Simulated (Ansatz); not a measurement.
Cost and result for the atomization energy of `OCC1OCCCO1` (18 atoms, 18 bonds).

```
atom   x (Å)   y (Å)   z (Å)
  O1   2.997   0.023   0.615
  C2   1.985  -0.900   0.289
  C3   0.658  -0.188   0.353
  O4  -0.346  -1.162   0.382
  C5  -1.628  -0.574   0.463
  C6  -1.847   0.391  -0.687
  C7  -0.682   1.361  -0.732
  O8   0.540   0.652  -0.755
  H9   3.838  -0.325   0.314
 H10   2.100  -1.302  -0.725
 H11   1.951  -1.736   0.998
 H12   0.601   0.423   1.274
 H13  -1.726  -0.043   1.423
 H14  -2.349  -1.393   0.453
 H15  -2.792   0.929  -0.559
 H16  -1.894  -0.165  -1.627
 H17  -0.700   1.984  -1.627
 H18  -0.706   2.025   0.147
```

Charge 0, multiplicity 1. The structure was optimised at the PBE0-D4/def2-TZVP level. It is one conformer, not always the lowest. Program: Ansatz. All runs use 2 threads of an AMD EPYC 7R13 on a shared host and a share of an NVIDIA H100 80 GB. Times are those of one run each, without the atoms' runs, and a repeat can differ threefold. Electronic energies, without spin–orbit coupling; frozen cores. CCSD(T)/CBS adds CCSD(T) − MP2 in def2-TZVPP to the MP2 limit, and its time is that of the two runs behind it. T1 = 0.011. B3LYP takes the VWN-RPA correlation (the form of Gaussian; ORCA's B3LYP/G).

CCSD(T)/CBS is a level of theory with its own doubt, some kJ/mol a heavy atom from the limit and from the frozen cores, so smaller differences don't rank the functionals.

```
                             level  functions  wall time  atomization (kJ/mol)  difference from CCSD(T)/CBS  per bond
                PBE0-D4/def2-TZVPP        388        7 s                7395.2                         45.2       2.5
r2SCAN-D4/def2-TZVPP (with forces)        388      7.5 s                7369.1                         19.1       1.1
                 B2PLYP/def2-TZVPP        388      8.5 s                7261.4                        -88.6      -4.9
   PBE-D4/def2-TZVPP (with forces)        388       11 s                7554.5                        204.5      11.4
 B3LYP-D4/def2-TZVPP (with forces)        388       14 s                7328.5                        -21.5      -1.2
  ωB97M-V/def2-TZVPP (with forces)        388       15 s                7372.6                         22.6       1.3
                ωB97X-V/def2-TZVPP        388       19 s                7367.8                         17.8       1.0
                    MP2/def2-QZVPP        756       19 s                7428.4                         78.4       4.4
                CCSD(T)/def2-TZVPP        388       26 s                7164.4                       -185.6     -10.3
                 CCSD(T)/CBS(def2)          –       45 s                7350.0                          0.0       0.0
```

In def2-TZVPP, CCSD(T) changes the Hartree–Fock value by +1934.1 kJ/mol (the triples alone add +118.6 kJ/mol) and MP2 by +2088.9 kJ/mol; breaking electron pairs costs correlation energy, which Hartree–Fock lacks. The D4 term adds +60.9 kJ/mol with B3LYP and +32.4 kJ/mol with PBE0; it sums over pairs of atoms, weighted by their polarisabilities, and B3LYP, whose exchange is more repulsive, gets the larger term. From PBE to PBE0 (25 % exact exchange), in def2-TZVPP and without D4, the atomization energy moves by −153.2 kJ/mol: exact exchange takes away binding that semilocal exchange gives to molecules.
